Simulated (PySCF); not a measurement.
HClFGaO, singlet, geometry from GFN2-xTB (such geometries of metal compounds can be far from the true shape). Base run: HF/6-31G* in PySCF.

Here is a job for PySCF.
```python
from pyscf import gto, scf, solvent

mol = gto.Mole()
mol.atom = '''
    Ga    0.04115177   -0.20647953    0.12911652
    F    -1.25848463   -1.40073536    0.20520878
    Cl   -0.16447060    1.56060113   -0.91195305
    O     1.43507699   -0.74075535    1.02477718
    H     1.36604110   -1.59669267    1.45549337
'''
mol.basis = '6-31g*'
mol.verbose = 4
mol.build()

mf = scf.RHF(mol)
mf.kernel()
mf.analyze()
```

Variants of this job, named by their change:

| change | ΔE vs base (kcal/mol) | dipole (D) | HOMO-LUMO gap (eV) |
|---|---|---|---|
| base | 0.000 | 0.80 | 15.05 |
| model = IEF-PCM; solvent = chloroform; lebedev_order = 11 | -7.47 | 0.93 | 15.18 |
| model = IEF-PCM; solvent = chloroform; vdw_scale = 1.1 | -11.27 | 0.97 | 15.22 |
| model = SS(V)PE; solvent = chloroform | -7.54 | 0.93 | 15.19 |
| model = COSMO; solvent = chloroform | -7.57 | 0.94 | 15.20 |
| model = IEF-PCM; solvent = chloroform | -7.57 | 0.94 | 15.19 |
| model = IEF-PCM; solvent = chloroform; vdw_scale = 1.4 | -3.75 | 0.90 | 15.14 |
| model = C-PCM; solvent = chloroform | -8.42 | 0.95 | 15.22 |
| model = IEF-PCM; solvent = methanol | -10.33 | 0.99 | 15.26 |
| model = ddCOSMO; solvent = chloroform | -5.97 | 0.90 | 15.18 |
| model = IEF-PCM; solvent = dichloromethane | -9.02 | 0.97 | 15.23 |
| model = IEF-PCM; solvent = 2-propanol | -9.98 | 0.98 | 15.25 |

The base is the gas phase, so ΔE is the electrostatic part of solvation at a fixed geometry, without cavity and dispersion terms.
